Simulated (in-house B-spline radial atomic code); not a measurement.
# Excitations of S4+ by several methods

Full response, energies in eV; labels give the largest channel, * marks a mixed state, a dash one above the method's threshold, and an imaginary frequency an unstable closed-shell reference. Computed with a B-spline radial code for spherical atoms: linear response of the closed shell [Ne] 3s2 with each method's own kernel (bare exchange for TDHF, static screening on G0W0 levels for BSE, the adiabatic kernel for functionals); scalar-relativistic (spin-free one-electron X2C), finite nucleus, no spin-orbit coupling, no double excitations, S, P, D and F terms only.

| method | 3s → 3p 3P | 3s → 3p 1P | 3s → 3d 3D | α (bohr³) |
| --- | --- | --- | --- | --- |
| TDHF | ? | ? | ? | ? |
| BSE on G0W0@HF | 9.685 | 16.074 | 30.00 | 4.03 |
| LDA VWN5 | 10.336 | 15.969 | 27.787 | 4.063 |
| PBE | 9.771 | 15.810 | 26.969 | 4.179 |
| PBE0 | 9.536 | 15.689 | 27.314 | 4.266 |
| B3LYP (VWN-RPA) | 9.709 | 15.889 | 27.317 | 4.147 |
| CAM-B3LYP | 9.711 | 15.898 | 27.552 | 4.146 |
| LC-wPBE | ? | ? | ? | ? |
| wB97X | 10.201 | 15.883 | 28.187 | 4.159 |
| HSE06 | 9.682 | 15.789 | 27.370 | 4.214 |
| BHandHLYP | 9.340 | 15.769 | 27.615 | 4.244 |
| BLYP | 9.763 | 15.989 | 26.889 | 4.08 |
| PBEsol | 9.745 | 15.790 | 27.064 | 4.178 |
| BP86 | 9.803 | 15.854 | 26.997 | 4.153 |
| LDA exchange-only | 9.427 | 16.015 | 26.937 | 4.062 |
| B97-1 | 9.799 | 15.663 | 27.699 | 4.273 |
| RPBE | 9.461 | 15.632 | 26.666 | 4.279 |
| OLYP | 8.624 | 15.369 | 26.190 | 4.413 |

Task: What does LC-wPBE give?

Result: 3s → 3p 3P: 9.430; 3s → 3p 1P: 15.629; 3s → 3d 3D: 27.377; α: 4.268 (eV, bohr³).

Task: What does TDHF give?

Result: 3s → 3p 3P: 8.225; 3s → 3p 1P: 15.489; 3s → 3d 3D: 27.846; α: 4.461 (eV, bohr³).
